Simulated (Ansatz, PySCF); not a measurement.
4-fluoro-1,3-dioxole (C₃H₃FO₂), SMILES O1COC(F)=C1.

The structure is a stationary point at B3LYP-D3(BJ)/def2-SVP. A frequency run showed that this geometry is not a minimum. Other conformers were not sampled.

Vertical ionisation energy (IE) and electron affinity (EA) in eV. Rows of orbital energies are one-electron estimates. Where ΔSCF, EOM or ADC give a negative EA the extra electron is unbound and the value depends on the basis.

```csv
level,IE,EA
"−ε(HOMO), −ε(LUMO), M06-2X/def2-TZVP (PySCF)",7.24,-2.07
"−ε(HOMO), −ε(LUMO), PBE/def2-TZVP (PySCF)",4.56,-0.10
"ΔSCF, PBE0/def2-TZVPD (Ansatz), final states of multiplicity 2 and 2",8.23,-1.15
"ΔSCF, PBE/def2-TZVPD (Ansatz), final states of multiplicity 2 and 2",8.00,-1.03
```

Q: What vertical singlet–triplet gap does ΔSCF give with PBE0/def2-TZVPD (Ansatz, a quantum-chemistry and plane-wave program) and with PBE/def2-TZVPD (Ansatz)? (Estimate from the structure and the level; the computed values follow.)

A: 3.89 and 3.91 eV (triplet above singlet where positive).
